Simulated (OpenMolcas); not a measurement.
# Sn: from CASSCF to CASPT2

```
Program             : OpenMolcas
Basis               : ANO-RCC-VTZP [7s6p4d2f1g]
Scalar Hamiltonian  : DKH2, point nucleus
Active space        : 2 electrons in 3 orbitals (5p)
State averaging     : 2S+1 = 3 even, 3 roots; 2S+1 = 1 even, 6 roots
Spin-orbit coupling : state interaction with AMFI integrals over the reference wave functions, term energies averaged over their components
```

Methods on the same reference wave functions:
A. CASSCF
B. SS-CASPT2, IPEA 0.25 Eh, imaginary shift 0.1 Eh (closed shells correlated: 4d 5s)
C. XMS-CASPT2, IPEA 0.25 Eh, imaginary shift 0.1 Eh (closed shells correlated: 4d 5s)

Energies in cm-1 above 5s2 5p2 3P0, the measured ground level; measured values from NIST Handbook of Basic Atomic Spectroscopic Data.

| Level | A | B | C | Measured |
| --- | --- | --- | --- | --- |
| 5s2 5p2 3P0 | 0.0 | 0.0 | 0.0 | 0.0 |
| 5s2 5p2 3P1 | 1346 | 1429 | 1431 | 1692 |
| 5s2 5p2 3P2 | 3045 | 3050 | 3040 | 3428 |
| 5s2 5p2 1D2 | 10242 | 8780 | 8630 | 8613 |
| 5s2 5p2 1S0 | 21507 | 17590 | 17530 | 17162 |

Deviations, from unrounded energies. A percentage is the sum of absolute deviations over the sum of measured energies, with the sign that they share, or ± where signs differ.

```tsv
Against measurement	Levels	A	B	C
mean absolute deviation (cm-1)	4	1700	310	260
fine structure of the ground term (%)	2	-14.2	-12.5	-12.6
other terms of the ground configuration (%)	2	+23.2	+2.3	+1.5
```

C lies closest to measurement on these levels and A furthest from it. The largest miss of C in the table is 5s2 5p2 3P2, by -390 cm-1. The ranking rests on the paired levels alone, and a cruder setting can come out closer through cancelling errors.

Between B and C the level of the table that moves most is 5s2 5p2 1D2, by 150 cm-1 (lowest in C, highest in B). Moves below CASPT2's spread within the term are not significant.

The mean deviations of B to C differ by less than CASPT2's widest spread within a term (1000 cm-1), so their order carries little weight.

From A to B the spin-free energies of the other terms of 5s2 5p2 shown, above 3P, scale by factors of 0.78 to 0.79.

The lowest spin-free term lies below A's lowest term by 0.472 hartree in B, 0.476 hartree in C.

CASPT2 does not keep the components of a term degenerate, so their means are used; among the terms shown or strongly mixed into the levels shown the widest spread is 1000 cm-1 (5s2 5p2 1D, C). With the s shell closed, the reference lacks s² → p² mixing. Measured partners are found by configuration, term and J. A level has none where our copy of the source lacks it or the pairing is in doubt (some pairs that miss far off the trend of their configuration count as doubtful), and it then counts in no deviation. Levels of configurations outside the active space are missing.
